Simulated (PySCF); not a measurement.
C₇H₄BrFO.
Geometry (PBE0-D3(BJ)/def2-SVP, Å), atoms numbered from 1 in this order:
```xyz
14
C7H4BrFO angstrom
O     -3.097    0.852    0.501
C     -2.372   -0.078    0.374
F     -2.850   -1.330    0.430
C     -0.914   -0.047    0.146
C     -0.290    1.202    0.040
C      1.079    1.286   -0.179
C      1.823    0.108   -0.290
Br     3.677    0.212   -0.589
C      1.215   -1.144   -0.183
C     -0.156   -1.218    0.033
H     -0.898    2.104    0.131
H      1.572    2.255   -0.265
H      1.814   -2.051   -0.271
H     -0.645   -2.189    0.118
```

Linear response at PBE0/def2-SVPD (PySCF, frozen core in the response, non-relativistic). Relativistic effects, spin–orbit coupling among them, are left out although an element past zinc is present.

Static isotropic polarisability: 108.99 au (16.15 Å³), principal values 61.6, 102.1, 163.3 au.

**Question.** What is the polarisability at 1064 nm and at the sodium D line?

**Answer.** 110.71 au at 1064 nm (+1.6 %), 115.11 au at 589.3 nm (+5.6 %). The rise at 589.3 nm is 3.56 times that at 1064 nm; a pure ω² law gives 3.26. The lowest singlet lies at 252 nm, shorter than both wavelengths.

**Question.** What is the isotropic C6 coefficient between two such molecules, C6 = (3/π)∫α(iω)² dω?

**Answer.** 4241 au (Eh·bohr⁶) by a ten-point quadrature over imaginary frequencies, which is 2530 eV·Å⁶ or 244 J·nm⁶/mol.

**Question.** Which effective excitation energy ω̄ makes London's formula C6 = (3/4)α²ω̄ exact here?

**Answer.** ω̄ = 4·C6/(3α²) = 0.476 Eh = 13.0 eV. A one-pole form α(ω) = α/(1 − ω²/ω̄²) fitted to the 1064 nm value gives 9.4 eV.

**Question.** The lowest 6 singlets have (eV, f): 4.91, 0.052; 4.91, 0.342; 5.18, 0.000; 5.50, 0.000; 5.86, 0.000; 5.93, 0.116. What share of the static polarisability do they carry in the sum over states α = Σ f/ω²?

**Answer.** 14.55 au, 13.4 % of α; the largest term, 10.49 au, is that of the state at 4.91 eV. Their oscillator strengths add up to 0.51. Higher states carry the rest.

**Question.** What does −C6/R⁶ come to at R = 10 Å between centres?

**Answer.** -240 J/mol. This is the leading, orientation-averaged term; C8 and higher terms are left out.

**Question.** How many electrons N does the Slater–Kirkwood formula C6 = (3/4)·√N·α^(3/2) need to give this C6?

**Answer.** N = (4·C6/3)²/α³ = 24.7; the species has 98 electrons in all.

**Question.** What n − 1 at the D line would an ideal gas of it have at 273.15 K and 1 atm (2.6868 × 10¹⁹ cm⁻³), by n − 1 = 2π·N·α′?

**Answer.** 28.80 × 10⁻⁴, a formal value whether or not that pressure can be reached.

**Question.** How anisotropic is the static polarisability, by Δα² = ½[(α1 − α2)² + (α2 − α3)² + (α3 − α1)²]?

**Answer.** Δα = 88.7 au, or 0.81 of the isotropic value.

**Question.** What molar refraction at the D line follows from R = (4π/3)·N_A·α′, with α′ the polarisability volume?

**Answer.** α′ = 17.06 Å³ gives R = 43.03 cm³/mol, for isolated, non-vibrating species.

Hardware: Intel Xeon Platinum 8488C, one thread, shared host with 192 logical CPUs at a one-minute load of 42. Cost: 68 s, 1.3 GiB resident at most. This is the whole response run at PBE0/def2-SVPD, SCF included.

One conformer stands for the species.
